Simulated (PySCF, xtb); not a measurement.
Zn(SH)2 (H2S2Zn), SMILES [SH][Zn][SH]. One conformer was computed; it need not be the lowest.

Harmonic wavenumbers (cm⁻¹) from xtb 6.7.1 with GFN2-xTB at its own minimum, in rising order: 39, 83, 98, 236, 311, 553, 575, 2483, 2485.

Question: What does r2SCAN-D4/def2-TZVP in PySCF 2.14.0 give at its own minimum? (Estimate from the structure and the level; the computed values follow.)

Answer: 100, 100, 152, 333, 470, 637, 639, 2676, 2676. Paired by order, the mean absolute difference is 102 cm⁻¹ and the zero-point energies are 9.8 and 11.1 kcal/mol.
